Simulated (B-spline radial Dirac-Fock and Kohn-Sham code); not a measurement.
# Kohn-Sham estimates against Dirac-Fock for the levels of Eu¹⁹⁺

System: europium as Eu¹⁹⁺, [Kr] 4d8.

The density-functional columns are spherical, spin-unpolarised Dirac-Kohn-Sham results without Breit or QED terms: −ε is minus the orbital energy of the initial state and ΔSCF the difference of two total energies. The reference in the last column comes from Dirac-Fock energy differences between relaxed states, corrected for Breit and QED terms. All numbers are from a radial finite-basis atomic code, in eV; a selection of levels is shown. The Kohn-Sham columns are given as differences from the reference. For the 1s level of heavy atoms much of the gap between ΔSCF and the reference is the Breit and QED part, -204.9 eV here; for other levels the error of the functional can be larger.

```
level  LDA −ε − DF  LDA ΔSCF − DF  Dirac-Fock
   1s       -270.5         +192.1     49027.9
   2s       -155.1          -59.5      8569.9
2p1/2       -117.6           -0.4      8129.5
2p3/2       -124.6          -17.5      7489.3
   3s        -83.0          -44.6      2314.9
3p1/2        -68.2          -28.2      2126.0
3p3/2        -67.2          -29.0      1992.4
   4s        -37.9          -17.8       837.1
4p1/2        -29.2           -9.3       759.2
4p3/2        -29.2           -9.9       725.7
   4d        -17.5           +1.3       594.7
```

Values without a named source are computed, but for edge energies of neutral atoms, which are taken from tables.
